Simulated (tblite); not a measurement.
C3H5F3S.
Structure used (GFN2-xTB), in Å, numbered top down from 1:
```
atom  x, y, z in Å
C1     1.755   -0.407    0.711
S2     1.198    0.813   -0.513
C3    -0.578    0.890   -0.119
C4    -1.374   -0.243   -0.739
F5    -2.687   -0.095   -0.482
F6    -1.249   -0.308   -2.066
F7    -1.037   -1.448   -0.257
H8     1.509   -0.057    1.710
H9     1.304   -1.373    0.512
H10    2.832   -0.472    0.598
H11   -0.951    1.827   -0.531
H12   -0.720    0.873    0.961
```

Computed with GFN2-xTB (tblite): harmonic, unscaled wavenumbers at the GFN2-xTB geometry, gas phase. The method is semi-empirical: single wavenumbers can be off by several per cent or more. One conformer, not necessarily the lowest.

Harmonic wavenumbers (cm⁻¹): 31.6, 92.0, 152.1, 175.0, 231.4, 328.2, 346.5, 472.1, 477.9, 573.1, 721.5, 750.2, 822.5, 828.1, 949.4, 955.0, 1030.8, 1037.3, 1172.2, 1179.6, 1220.3, 1322.1, 1392.3, 1439.8, 1449.3, 2992.1, 3013.7, 3026.9, 3049.7, 3066.5.

A = 3905, B = 1381, C = 1277 MHz; mass 130.006 u (most abundant isotopes); point group C1, symmetry number 1.

What is the zero-point energy?

½Σν̃ = 17150 cm⁻¹ = 49.03 kcal/mol.

Entropy at 273.15 K, 1 bar (ideal gas, RRHO, classical rotation)?

Translation 40.09, rotation 27.98, vibration 20.30: S = 88.4 cal/(mol K).

And Cp and H(273.15 K) − H(0)?

Cp = 28.04 cal/(mol K), of which vibrations give 20.09 (their classical limit is 30 R = 59.6); H(273.15 K) − H(0) = 5.02 kcal/mol without the zero-point energy, 2.85 from vibrations.

How do the functions run with temperature in this model?

```
 T (K)  S (cal/(mol K))  Cp (cal/(mol K))  H − H(0) (kcal/mol)  G − H(0) (kcal/mol)  ln q(vib)
   150             74.3              19.6                 2.08                -9.07       2.57
   250             86.0              26.5                 4.39               -17.10       4.53
298.15             90.9              29.7                 5.74               -21.36       5.45
   400            100.5              35.9                 9.09               -31.12       7.37
   600            116.9              44.7                17.22               -52.91      10.98
   900            136.6              52.4                31.91               -91.06      15.89
```

q(vib) and H(0) count from the zero-point level.

Which modes carry the vibrational entropy at 273.15 K?

31.6 cm⁻¹: 5.55; 92.0 cm⁻¹: 3.45; 152.1 cm⁻¹: 2.48; 175.0 cm⁻¹: 2.22; 231.4 cm⁻¹: 1.71; 328.2 cm⁻¹: 1.13 cal/(mol K); the other 24 give 3.77 together.

Blend soft modes into free rotors: weight 1/[1 + (100 cm⁻¹/ν̃)⁴] for the oscillator and the rest for a rotor with moment μB/(μ + B), μ = h/(8π²ν), B = 10⁻⁴⁴ kg m². What vibrational entropy results?

18.33 cal/(mol K) in place of 20.30, which changes −T·S at 273.15 K by +0.54 kcal/mol.

What must be added to the electronic energy to get the Gibbs energy at 273.15 K and 1 bar?

ZPE + [H(273.15 K) − H(0)] − T·S = 49.03 + 5.02 − 24.14 = 29.91 kcal/mol.

Hindered rotation and anharmonicity are outside this model. Other conformers, if any are populated, would add a mixing term that is left out. The structure is chiral; the term R ln 2 for an equal mix with its mirror image is left out.
